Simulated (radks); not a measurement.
Initial-state core-level shifts of neutral niobium when its valence configuration changes from [Kr] 4d4 5s1. Method: scalar-relativistic Kohn-Sham, SCAN, spin-polarised, spherical densities, finite nucleus; open shells are filled with parallel spins first (spin-orbit coupling, left out, can overturn this in heavy ions); meta-GGA in the generalised Kohn-Sham scheme; Fermi nuclear charge, rms radius 4.324 fm; computed with a radial shooting solver on a logarithmic mesh with Libxc functionals. Shifts are changes of the shell-averaged eigenvalues in eV (positive: less bound); the change of the density at the nucleus, which sets a Mossbauer isomer shift, is in e/bohr^3, on a base of 8.401e+04.

valence              2s      3s      3d      4p  density at nucleus
4d4.5 5s0.5      +1.249  +1.237  +1.245  +1.101              -5.951
4d2 5s1 5p2      -8.803  -8.688  -8.725  -7.752              +7.011
4d4 5s0.5 5p0.5  -0.608  -0.614  -0.612  -0.641              -5.107
4d2.5 5s1.5 5p1  -6.117  -6.044  -6.068  -5.439              +9.903
4d3.5 5s0.5 5p1  -2.591  -2.585  -2.589  -2.456              -4.133
4d3 5s1 5p1      -4.176  -4.140  -4.154  -3.787              +3.535
